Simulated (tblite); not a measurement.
Compound: C4H9ClSi.
SMILES with atom numbers: `[Cl:1][SiH:2]1[CH2:3][CH2:4][CH2:5][CH2:6]1` (hydrogens: H7 on Si2; H8, H9 on C3; H10, H11 on C4; H12, H13 on C5; H14, H15 on C6)

Cartesian coordinates in Å at the GFN2-xTB level; atoms count from 1:
```xyz
15
C4H9ClSi angstrom
Cl     1.2216    2.9006    0.2463
Si     0.7134    1.1786   -0.6857
C      1.3421   -0.3748    0.2226
C      0.1155   -1.2901    0.2880
C     -1.1107   -0.4219    0.5600
C     -1.1245    0.7192   -0.4642
H      1.1395    1.2760   -2.0811
H      2.1729   -0.8783   -0.2679
H      1.6729   -0.1300    1.2334
H     -0.0114   -1.7930   -0.6733
H      0.2313   -2.0577    1.0550
H     -1.0347   -0.0044    1.5665
H     -2.0276   -1.0118    0.5103
H     -1.7608    1.5360   -0.1277
H     -1.5439    0.3599   -1.4043
```

Level: GFN2-xTB in tblite, geometry and Hessian alike; calculated harmonic values, unscaled, isolated species. The method is semi-empirical: single wavenumbers can be off by several per cent or more. Modes of hydrogen on silicon can be 10 to 20 % off. One conformer, not necessarily the lowest.

Harmonic wavenumbers (cm⁻¹): 74.4, 139.7, 205.6, 265.4, 376.9, 490.8, 513.5, 587.7, 634.1, 714.4, 720.8, 754.9, 815.2, 896.7, 928.0, 964.2, 1028.2, 1055.5, 1106.5, 1126.1, 1200.3, 1214.5, 1272.4, 1278.8, 1324.5, 1338.1, 1476.0, 1480.9, 1497.1, 1506.1, 2256.0, 2961.7, 2968.3, 2979.3, 2981.7, 2987.9, 2989.7, 3009.5, 3013.1.

A = 4457, B = 1497, C = 1323 MHz; mass 120.016 u (most abundant isotopes); point group C1, symmetry number 1.

**Question.** Zero-point energy?

**Answer.** Half the sum of the wavenumbers: 26567 cm⁻¹ = 75.96 kcal/mol.

**Question.** What is S at 400 K and 1 bar for an ideal gas of classical rigid rotors and harmonic oscillators?

**Answer.** Translation 41.75, rotation 28.87, vibration 22.81: S = 93.4 cal/(mol K).

**Question.** And Cp and H(400 K) − H(0)?

**Answer.** Cp = 36.45 cal/(mol K), of which vibrations give 28.51 (their classical limit is 39 R = 77.5); H(400 K) − H(0) = 8.36 kcal/mol without the zero-point energy, 5.18 from vibrations.

**Question.** What must be added to the electronic energy to get the Gibbs energy at 400 K and 1 bar?

**Answer.** ZPE + [H(400 K) − H(0)] − T·S = 75.96 + 8.36 − 37.37 = 46.95 kcal/mol.

**Question.** Which modes carry the vibrational entropy at 400 K?

**Answer.** 74.4 cm⁻¹: 4.61; 139.7 cm⁻¹: 3.38; 205.6 cm⁻¹: 2.63; 265.4 cm⁻¹: 2.15; 376.9 cm⁻¹: 1.53; 490.8 cm⁻¹: 1.10 cal/(mol K); the other 33 give 7.42 together.

**Question.** Blend soft modes into free rotors: weight 1/[1 + (100 cm⁻¹/ν̃)⁴] for the oscillator and the rest for a rotor with moment μB/(μ + B), μ = h/(8π²ν), B = 10⁻⁴⁴ kg m². What vibrational entropy results?

**Answer.** 21.79 cal/(mol K) in place of 22.81, which changes −T·S at 400 K by +0.41 kcal/mol.

**Question.** How do the functions run with temperature in this model?

**Answer.** 
```tsv
T (K)	S (cal/(mol K))	Cp (cal/(mol K))	H − H(0) (kcal/mol)	G − H(0) (kcal/mol)	ln q(vib)
50	55.1	10.2	0.44	-2.32	0.15
100	63.2	13.3	1.02	-5.29	0.65
298.15	84.0	28.3	5.06	-19.97	3.35
373.15	91.0	34.4	7.41	-26.53	4.53
500	102.3	43.3	12.36	-38.80	6.63
750	122.4	55.7	24.86	-66.96	10.88
1000	139.6	63.8	39.86	-99.77	15.01
```

q(vib) and H(0) count from the zero-point level.

Hindered rotation and anharmonicity are outside this model. Other conformers, if any are populated, would add a mixing term that is left out. The structure is chiral; the term R ln 2 for an equal mix with its mirror image is left out.
